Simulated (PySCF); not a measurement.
PySCF input for 2-methylbut-1-ene (C₅H₁₀), SMILES C=C(C)CC, PBE/pcSseg-1. Geometry optimised at PBE0-D3(BJ)/def2-SVP. Other conformers were not sampled.

```python
import numpy as np
from pyscf import gto, scf, dft
from pyscf.prop.nmr import rks as nmr

mol = gto.M(
    atom='''
    C    -0.92753723   -1.46460556    0.57350389
    C    -0.50588631   -0.24241215    0.22841696
    C    -1.38759190    0.72048373   -0.51100213
    C     0.88297934    0.23551707    0.56545988
    C     1.75707991    0.51786330   -0.65360952
    H    -1.93603998   -1.81161228    0.33040264
    H    -0.27749782   -2.15890962    1.11390422
    H    -1.47567330    1.67311528    0.03861202
    H    -0.97121084    0.96814516   -1.50139387
    H    -2.39738507    0.31438772   -0.66169703
    H     0.80318098    1.15703972    1.17135507
    H     1.37485801   -0.51398031    1.20529297
    H     2.76739938    0.83026058   -0.34898245
    H     1.85603634   -0.38055762   -1.28245010
    H     1.34206935    1.32103311   -1.28165814
    ''',
    basis='pcSseg-1',
    charge=0,
    spin=0,
    max_memory=1600,
    verbose=3,
)
mf = dft.RKS(mol, xc='pbe')
mf.grids.level = 3
mf.conv_tol = 1e-10
mf.max_cycle = 100
mf.kernel()
n = nmr.NMR(mf)
n.verbose = 2
n.max_cycle_cphf = 60
sigma = n.kernel()
print('atom   isotropic/ppm   span/ppm')
for i, s in enumerate(sigma):
    w = np.linalg.eigvalsh((s + s.T) / 2)
    print(f'{mol.atom_symbol(i):2s}{i + 1:3d} {w.mean():14.3f} {w[2] - w[0]:11.3f}')
```

It prints:

```
converged SCF energy = -196.228225253586
atom   isotropic/ppm   span/ppm
C   1         64.122     159.996
C   2         24.581     248.532
C   3        156.638      43.121
C   4        142.151      33.274
C   5        164.099      29.031
H   6         26.268       6.633
H   7         26.193       6.962
H   8         29.676       8.653
H   9         29.086       8.538
H  10         29.495       8.112
H  11         29.160       7.567
H  12         29.096       8.286
H  13         30.075      10.329
H  14         30.476       8.698
H  15         29.948       8.970
```

The run converged.
